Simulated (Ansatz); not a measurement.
Isolated molecules relaxed with PBE0-D4/def2-TZVP in Ansatz; ΔE leaves out vibrations. CCSD(T)/CBS is the MP2 limit (def2-TZVPP, def2-QZVPP) plus CCSD(T) − MP2 in def2-TZVPP, frozen cores. DFT in def2-TZVPP. One conformer a species, not always the lowest.

Consider the cleavage of the Si–B bond: `[SiH3]B1CO1` + `O[BH][AlH2]` → `[AlH2][BH]O[SiH3]` + `B1CO1`.

| level | ΔE (kJ/mol) |
| --- | --- |
| ωB97M-V | -87.2 |
| HF/CBS(def2) | -111.3 |

Task: What does CCSD(T)/CBS give? (Best estimate.)

Result: The calculation gave: -86.7 kJ/mol. The listed levels differ from it by -0.5, -24.6 kJ/mol.

Task: What do rigid-rotor, harmonic-oscillator terms from PBE0-D4/def2-TZVP frequencies (298.15 K, 1 bar) make of the CCSD(T)/CBS value? (Best estimate.)

Result: Computed: ΔZPE = -4.1 kJ/mol, ΔH = -91.0 kJ/mol, ΔS = -4 J/(mol·K), ΔG = -89.7 kJ/mol.

Largest T1 diagnostic among the species: 0.016.

From PBE to PBE0 (25 % exact exchange), in def2-TZVPP and without D4, ΔE moves by −7.6 kJ/mol. In def2-TZVPP, CCSD(T) changes the Hartree–Fock value by +24.2 kJ/mol (the triples alone add +3.1 kJ/mol) and MP2 by +17.0 kJ/mol.
